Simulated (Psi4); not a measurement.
Ag2, singlet, at a GFN2-xTB geometry (such geometries of metal compounds can be far from the true shape) (core potentials on Ag); PBE0/def2-SV(P) (Psi4).

Psi4 was given this input:
```
memory 2 GB

molecule {
0 1
  Ag   -0.00000000   -0.00000000   -1.29645102
  Ag    0.00000000    0.00000000    1.29645102
}

set basis def2-sv(p)
set cholesky_tolerance 1e-6
set scf_type cd

energy('pbe0')
print_variables()
```

The log (banner, timings and long lists left out):

```
   => Loading Basis Set <=

    Name: DEF2-SV(P)
    Role: ORBITAL
    Keyword: BASIS

    !!!  WARNING: ECP capability is in beta. Please check occupations closely.  !!!

         ---------------------------------------------------------
                                   SCF
               by Justin Turney, Rob Parrish, Andy Simmonett
                          and Daniel G. A. Smith
                              RKS Reference
         ---------------------------------------------------------

  ==> Geometry <==

    Molecular point group: d2h
    Full point group: D_inf_h

    Geometry (in Angstrom), charge = 0, multiplicity = 1:

       Center              X                  Y                   Z               Mass
    ------------   -----------------  -----------------  -----------------  -----------------
         AG           0.000000000000     0.000000000000    -1.296451020000   106.905091600000
         AG           0.000000000000     0.000000000000     1.296451020000   106.905091600000

  Running in d2h symmetry.

  Rotational constants: A = ************  B =      0.04691  C =      0.04691 [cm^-1]
  Rotational constants: A = ************  B =   1406.29550  C =   1406.29550 [MHz]
  Nuclear repulsion =   73.675352984746780

  Charge       = 0
  Multiplicity = 1
  Electrons    = 38
  Nalpha       = 19
  Nbeta        = 19

  ==> Algorithm <==

  SCF Algorithm Type is CD.
  DIIS enabled.
  MOM disabled.
  Fractional occupation disabled.
  Guess Type is SAD.
  Energy threshold   = 1.00e-06
  Density threshold  = 1.00e-06
  Integral threshold = 1.00e-12

  ==> Primary Basis <==

  Basis Set: DEF2-SV(P)
    Blend: DEF2-SV(P)
    Number of shells: 20
    Number of basis functions: 48
    Number of Cartesian functions: 52
    Spherical Harmonics?: true
    Max angular momentum: 2

  Core potential: DEF2-SV(P)
    Number of shells: 8
    Number of ECP primitives: 28
    Number of ECP core electrons: 56
    Max angular momentum: 3

  ==> DFT Potential <==

   => LibXC <=

    Version 7.1.2
    S. Lehtola, C. Steigemann, M. J. T. Oliveira, and M. A. L. Marques,  SoftwareX 7, 1–5 (2018) (10.1016/j.softx.2017.11.002)

   => Composite Functional: PBE0 <=

    PBE0 Hyb-GGA Exchange-Correlation Functional

    C. Adamo and V. Barone,  J. Chem. Phys. 110, 6158 (1999) (10.1063/1.478522)
    M. Ernzerhof and G. E. Scuseria,  J. Chem. Phys. 110, 5029 (1999) (10.1063/1.478401)

    Deriv               =              1
    GGA                 =           TRUE
[...]
   @RKS iter   3:  -293.91510727747743   -3.98164e-03   9.87760e-04 ADIIS/DIIS
   @RKS iter   4:  -293.91529107043652   -1.83793e-04   1.16385e-04 ADIIS/DIIS
   @RKS iter   5:  -293.91529429936526   -3.22893e-06   5.56254e-06 DIIS
   @RKS iter   6:  -293.91529435424786   -5.48826e-08   3.53887e-07 DIIS
  Energy and wave function converged.

  ==> Post-Iterations <==

   Electrons on quadrature grid:
      Ntotal   =   37.9999893443 ; deviation = -1.066e-05

    Orbital Energies [Eh]
    ---------------------

    Doubly Occupied:

[...]
       5Ag    -0.205760

    Virtual:

[...]
    Final Occupation by Irrep:
             Ag   B1g   B2g   B3g    Au   B1u   B2u   B3u
    DOCC [     5,    1,    2,    2,    1,    4,    2,    2 ]
    NA   [     5,    1,    2,    2,    1,    4,    2,    2 ]
    NB   [     5,    1,    2,    2,    1,    4,    2,    2 ]

  @RKS Final Energy:  -293.91529435424786

   => Energetics <=

    Nuclear Repulsion Energy =             73.6753529847467803
    One-Electron Energy =                -669.9620940648187570
    Two-Electron Energy =                 324.0145753629344085
    DFT Exchange-Correlation Energy =     -21.6431286371102232
    Empirical Dispersion Energy =           0.0000000000000000
    VV10 Nonlocal Energy =                  0.0000000000000000
    Total Energy =                       -293.9152943542478624

Computation Completed

Properties will be evaluated at   0.000000,   0.000000,   0.000000 [a0]

Properties computed using the SCF density matrix

 Multipole Moments:

 ------------------------------------------------------------------------------------
     Multipole            Electronic (a.u.)      Nuclear  (a.u.)        Total (a.u.)
 ------------------------------------------------------------------------------------

 L = 1.  Multiply by 2.5417464519 to convert [e a0] to [Debye]
 Dipole X            :          0.0000000            0.0000000            0.0000000
 Dipole Y            :          0.0000000            0.0000000            0.0000000
 Dipole Z            :          0.0000000            0.0000000            0.0000000
 Magnitude           :                                                    0.0000000

 ------------------------------------------------------------------------------------

  Variable Map:
  ----------------------------------------------------------------------------
[...]
  Array Variable Map:
  ----------------------------------------------------------------------------
[...]
[...]
```
